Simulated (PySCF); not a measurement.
Compound: C7H2O2.
Atom-mapped SMILES: `[CH:1]#[C:2][C:3]#[C:4][C:5]#[C:6][C:7](=[O:8])[OH:9]` (hydrogens: H10 on C1; H11 on O9)

Level: CAM-B3LYP/def2-SVPD in PySCF, non-relativistic, on one gas-phase PBE0-D3(BJ)/def2-SVP geometry that isn't relaxed in the solvent. The solvent is an IEF-PCM continuum (van der Waals radii × 1.2). Specific hydrogen bonds and non-electrostatic terms are outside this model.

Gas phase at CAM-B3LYP/def2-SVPD: HOMO -8.72 eV, LUMO -1.74 eV, dipole 2.26 D.

Problem. What does the continuum do to the energy, the frontier levels and the dipole at CAM-B3LYP/def2-SVPD in benzene and dimethylsulfoxide?

Solution. 
| solvent | ε | E(solvent) − E(gas) (kcal/mol) | polarisation term (kcal/mol) | distortion of the solute (kcal/mol) | HOMO (eV) | LUMO (eV) | dipole (D) |
| --- | --- | --- | --- | --- | --- | --- | --- |
| benzene | 2.271 | -3.50 | -3.73 | 0.23 | -8.70 | -1.71 | 2.61 |
| dimethylsulfoxide | 46.83 | -7.73 | -8.91 | 1.18 | -8.72 | -1.73 | 3.00 |

The first energy column is the sum of the next two and covers electrostatics alone. From benzene to dimethylsulfoxide the lowering changes by a factor 2.21, Onsager's factor (ε − 1)/(2ε + 1) by 2.11 and ε itself by 20.6.

Problem. Which radius a makes the point-dipole formula ΔE = −[(ε − 1)/(2ε + 1)]·μ²/a³ give the value in dimethylsulfoxide, with the gas-phase dipole?

Solution. μ = 0.888 au and |ΔE| = 0.01232 Eh give a = 1.66 Å; the farthest nucleus lies 5.82 Å from the centroid of the nuclei, so such a sphere wouldn't even hold the nuclei. The formula assumes a rigid point dipole at the centre of a sphere.

Problem. How does the static polarisability (CAM-B3LYP/def2-SVPD, frozen core, with the continuum's full static response) change?

Solution. 
```tsv
medium	isotropic (au)	principal values (au)	⟨r²⟩ of the electrons (bohr²)
gas	114.4	48.8, 59.2, 235.0	2254.3
benzene	132.7	54.2, 66.6, 277.5	2252.4
dimethylsulfoxide	156.4	63.7, 78.6, 326.9	2250.0
```

The isotropic value in dimethylsulfoxide is 1.37 times the gas-phase one; no cavity-field correction is applied. ⟨r²⟩ is taken about the centre of nuclear charge.

Cost: about 50 s of CPU time on one thread; the machine was shared, so the figure is rough. This is the whole response run at CAM-B3LYP/def2-SVPD in dimethylsulfoxide, SCF included.

The values belong to the conformer `[CH:1]#[C:2][C:3]#[C:4][C:5]#[C:6][C:7](=[O:8])[OH:9]`: H–O9–C7–C6 180°.
